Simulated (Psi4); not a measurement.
C₄H₆F₂, singlet, at a GFN2-xTB geometry; Psi4 1.11 with CAM-B3LYP/def2-SVP.

The Psi4 input:
```
memory 2 GB

molecule mol {
0 1
  C     2.186171    0.730603    0.284042
  C     0.942991    0.964126   -0.577771
  C    -0.127697   -0.022331   -0.242906
  F     0.139939   -1.279525   -0.650888
  C    -1.244619    0.248420    0.414915
  F    -2.171129   -0.675054    0.710826
  H     1.951592    0.876646    1.335621
  H     2.553871   -0.283417    0.148140
  H     2.972340    1.425484    0.001672
  H     0.561068    1.973229   -0.427537
  H     1.207299    0.840051   -1.630426
  H    -1.506534    1.234314    0.763399
}

set basis def2-svp
set reference rks

energy('cam-b3lyp')
print_variables()
```

**Question.** Write the output that Psi4 gives for this input, abridged.

**Answer.** 
```
   => Loading Basis Set <=

    Name: DEF2-SVP
    Role: ORBITAL
    Keyword: BASIS

         ---------------------------------------------------------
                                   SCF
               by Justin Turney, Rob Parrish, Andy Simmonett
                          and Daniel G. A. Smith
                              RKS Reference
         ---------------------------------------------------------

  ==> Geometry <==

    Molecular point group: c1
    Full point group: C1

    Geometry (in Angstrom), charge = 0, multiplicity = 1:

       Center              X                  Y                   Z               Mass
    ------------   -----------------  -----------------  -----------------  -----------------
         C            2.291631880630     0.817195378550     0.285449495305    12.000000000000
         C            1.048451880630     1.050718378550    -0.576363504695    12.000000000000
         C           -0.022236119370     0.064261378550    -0.241498504695    12.000000000000
         F            0.245399880630    -1.192932621450    -0.649480504695    18.998403162730
         C           -1.139158119370     0.335012378550     0.416322495305    12.000000000000
         F           -2.065668119370    -0.588461621450     0.712233495305    18.998403162730
         H            2.057052880630     0.963238378550     1.337028495305     1.007825032230
         H            2.659331880630    -0.196824621450     0.149547495305     1.007825032230
         H            3.077800880630     1.512076378550     0.003079495305     1.007825032230
         H            0.666528880630     2.059821378550    -0.426129504695     1.007825032230
         H            1.312759880630     0.926643378550    -1.629018504695     1.007825032230
         H           -1.401073119370     1.320906378550     0.764806495305     1.007825032230

  Running in c1 symmetry.

  Rotational constants: A =      0.23636  B =      0.06975  C =      0.06033 [cm^-1]
  Rotational constants: A =   7085.80126  B =   2091.05079  C =   1808.62680 [MHz]
  Nuclear repulsion =  237.216353637528130

  Charge       = 0
  Multiplicity = 1
  Electrons    = 48
  Nalpha       = 24
  Nbeta        = 24

  ==> Algorithm <==

  SCF Algorithm Type is DF.
  DIIS enabled.
  MOM disabled.
  Fractional occupation disabled.
  Guess Type is SAD.
  Energy threshold   = 1.00e-06
  Density threshold  = 1.00e-06
  Integral threshold = 1.00e-12

  ==> Primary Basis <==

  Basis Set: DEF2-SVP
    Blend: DEF2-SVP
    Number of shells: 54
    Number of basis functions: 114
    Number of Cartesian functions: 120
    Spherical Harmonics?: true
    Max angular momentum: 2

  ==> DFT Potential <==

   => LibXC <=

    Version 7.1.2
    S. Lehtola, C. Steigemann, M. J. T. Oliveira, and M. A. L. Marques,  SoftwareX 7, 1–5 (2018) (10.1016/j.softx.2017.11.002)

   => Composite Functional: CAM-B3LYP <=

    CAM-B3LYP Hyb-GGA Exchange-Correlation Functional

    T. Yanai, D. P. Tew, and N. C. Handy,  Chem. Phys. Lett. 393, 51 (2004) (10.1016/j.cplett.2004.06.011)

    Deriv               =              1
    GGA                 =           TRUE
    Meta                =          FALSE

    Exchange Hybrid     =           TRUE
    MP2 Hybrid          =          FALSE

   => Exchange Functionals <=

    0.3500         Becke 88 [omega = 0.3300]
    0.4600   Short-range recipe for B88 functional - erf [omega = 0.3300]

   => Exact (HF) Exchange <=

    0.4600            HF,LR [omega = 0.3300]
    0.1900               HF

   => Correlation Functionals <=

    0.1900   Vosko, Wilk & Nusair (VWN5)
    0.8100   Lee, Yang & Parr

   => LibXC Density Thresholds  <==

    XC_HYB_GGA_XC_CAM_B3LYP:  1.00E-14

   => Molecular Quadrature <=

    Radial Scheme          =       TREUTLER
    Pruning Scheme         =           NONE
    Nuclear Scheme         =       TREUTLER

    Blocking Scheme        =         OCTREE
    BS radius alpha        =              1
    Pruning alpha          =              1
[...]
  Using in-core AOs.

  ==> MemDFJK: Density-Fitted J/K Matrices <==

    J tasked:                   Yes
    K tasked:                   Yes
    wK tasked:                  Yes
    Omega:                3.300E-01
    Algorithm:                 Core
    Schwarz Cutoff:           1E-12
    Mask sparsity (%):       4.3398
    Fitting Condition:        1E-10

   => Auxiliary Basis Set <=

  Basis Set: (DEF2-SVP AUX)
    Blend: DEF2-UNIVERSAL-JKFIT
    Number of shells: 186
    Number of basis functions: 562
    Number of Cartesian functions: 662
    Spherical Harmonics?: true
    Max angular momentum: 4

  Minimum eigenvalue in the overlap matrix is 1.8236746503E-03.
  Reciprocal condition number of the overlap matrix is 2.9617089612E-04.
    Using symmetric orthogonalization.

  ==> Pre-Iterations <==

  SCF Guess: Superposition of Atomic Densities via on-the-fly atomic UHF (no occupation information).

   -------------------------
    Irrep   Nso     Nmo
   -------------------------
     A        114     114
   -------------------------
    Total     114     114
   -------------------------

  ==> Iterations <==

                           Total Energy        Delta E     RMS |[F,P]|

   @DF-RKS iter SAD:  -354.70121417631867   -3.54701e+02   0.00000e+00
   @DF-RKS iter   1:  -355.08371855732253   -3.82504e-01   5.36708e-03 ADIIS/DIIS
   @DF-RKS iter   2:  -355.15808418400411   -7.43656e-02   4.25500e-03 ADIIS/DIIS
   @DF-RKS iter   3:  -355.27666069451413   -1.18577e-01   4.73868e-04 ADIIS/DIIS
   @DF-RKS iter   4:  -355.27792511859877   -1.26442e-03   1.88571e-04 ADIIS/DIIS
   @DF-RKS iter   5:  -355.27813445813308   -2.09340e-04   6.30514e-05 DIIS
   @DF-RKS iter   6:  -355.27815831686496   -2.38587e-05   1.49676e-05 DIIS
   @DF-RKS iter   7:  -355.27815963700448   -1.32014e-06   2.71526e-06 DIIS
   @DF-RKS iter   8:  -355.27815967177878   -3.47743e-08   1.58824e-06 DIIS
   @DF-RKS iter   9:  -355.27815968268061   -1.09018e-08   1.87348e-07 DIIS
  Energy and wave function converged.

  ==> Post-Iterations <==

   Electrons on quadrature grid:
      Ntotal   =   48.0000057574 ; deviation = 5.757e-06

    Orbital Energies [Eh]
    ---------------------

    Doubly Occupied:

[...]
    Virtual:

[...]
    Final Occupation by Irrep:
              A
    DOCC [    24 ]
    NA   [    24 ]
    NB   [    24 ]

  @DF-RKS Final Energy:  -355.27815968268061

   => Energetics <=

    Nuclear Repulsion Energy =            237.2163536375281296
    One-Electron Energy =                -957.9477394108340604
    Two-Electron Energy =                 398.2051754259598511
    DFT Exchange-Correlation Energy =     -32.7519493353346007
    Empirical Dispersion Energy =           0.0000000000000000
    VV10 Nonlocal Energy =                  0.0000000000000000
    Total Energy =                       -355.2781596826806094

Computation Completed

Properties will be evaluated at   0.000000,   0.000000,   0.000000 [a0]

Properties computed using the SCF density matrix

 Multipole Moments:

 ------------------------------------------------------------------------------------
     Multipole            Electronic (a.u.)      Nuclear  (a.u.)        Total (a.u.)
 ------------------------------------------------------------------------------------

 L = 1.  Multiply by 2.5417464519 to convert [e a0] to [Debye]
 Dipole X            :         -9.0751393            9.5660285            0.4908892
 Dipole Y            :         -6.9155454            7.8545298            0.9389844
 Dipole Z            :         -0.1366111            0.1276525           -0.0089586
 Magnitude           :                                                    1.0595962

 ------------------------------------------------------------------------------------

  Variable Map:
  ----------------------------------------------------------------------------
[...]
  Array Variable Map:
  ----------------------------------------------------------------------------
[...]
[...]
```
